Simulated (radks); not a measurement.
Charge is removed step by step from the 3p down level of the chromium ion Cr3+, starting from [Ne] 3s2 3p(up 3, down 3) 3d3. Calculated with a radial shooting solver on a logarithmic mesh with Libxc functionals: non-relativistic Kohn-Sham, PBE, spin-polarised, spherical densities, point nucleus; open shells are filled with parallel spins first.

removed (e)  E - E(0) (eV)  eigenvalue (eV)  E minus straight line (eV)
0                    0.000          -81.406                       0.000
0.25                20.936          -86.094                      -1.795
0.5                 43.054          -90.871                      -2.408
0.75                66.378          -95.728                      -1.815
1                   90.924          -100.65                       0.000

Removing the whole electron costs 90.924 eV by Delta-SCF, against 81.406 eV from minus the eigenvalue at the starting occupation. Slater's transition state (half an electron removed) gives 90.871 eV. Integrating minus the eigenvalue over the occupation (Janak's theorem) gives 90.924 eV. The mean slope of the eigenvalue, de/dn, is 19.2 eV per electron.
